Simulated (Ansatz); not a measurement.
`C=[CH][InH2]` + H₂ → `[InH3]` + `C=C` at 700 K and 1 bar (hydrogenolysis of the In–C bond).

Gas-phase electronic energies from Ansatz, PBE0-D4/def2-TZVP geometries. CCSD(T)/CBS is the MP2 limit (def2-TZVPP, def2-QZVPP) plus CCSD(T) − MP2 in def2-TZVPP, frozen cores. This one scheme is used for every species. def2 core potentials past Kr. For In outer-core shells are correlated without core-valence functions, which leaves a few kJ/mol of doubt a bond.

```json
{"species": "`C=[CH][InH2]`", "CCSD(T)/CBS energy (Eh)": "-268.86241", "H − E (kJ/mol)": "198.2", "S (J/(mol·K))": "398.1"}
{"species": "H₂", "CCSD(T)/CBS energy (Eh)": "-1.17544", "H − E (kJ/mol)": "46.8", "S (J/(mol·K))": "155.3"}
{"species": "`[InH3]`", "CCSD(T)/CBS energy (Eh)": "-191.56739", "H − E (kJ/mol)": "77.3", "S (J/(mol·K))": "275.7"}
{"species": "`C=C`", "CCSD(T)/CBS energy (Eh)": "-78.48111", "H − E (kJ/mol)": "168.9", "S (J/(mol·K))": "268.4"}
```

H − E and S are ideal-gas, rigid-rotor, harmonic terms from PBE0-D4/def2-TZVP. The MP2-based limit puts H₂ 0.8 mEh under its directly extrapolated value; such offsets cancel only in part. 1 Eh = 2625.50 kJ/mol, R = 8.31446 J/(mol·K).

By hand: ΔE, ΔH, ΔS and ΔG.

ΔE = (-191.56739) + (-78.48111) − (-268.86241) − (-1.17544) = -0.01065 Eh = -28.0 kJ/mol. Δ(H − E) = 77.3 + 168.9 − 198.2 − 46.8 = 1.2, so ΔH = -26.8 kJ/mol. ΔS = 275.7 + 268.4 − 398.1 − 155.3 = -9.3 J/(mol·K). ΔG = -26.8 − 700 × (-9.3)/1000 = -20.3 kJ/mol.

By hand: the equilibrium constant, and the temperature at which ΔG would vanish if ΔH and ΔS stayed fixed.

log₁₀ K = −ΔG/(RT ln 10) = 1.5. ΔG = 0 at ΔH/ΔS = 2882 K, far beyond where these terms or the molecules hold.

The number of gas molecules stays the same, so ΔS is small and ΔH decides. A doubt of 5 kJ/mol in ΔE shifts log₁₀ K by 0.4 here. These are equilibria of isolated gas molecules and say nothing of rates. Largest T1 diagnostic: 0.014 (customary marks: 0.02 for closed shells, 0.045 for open ones).
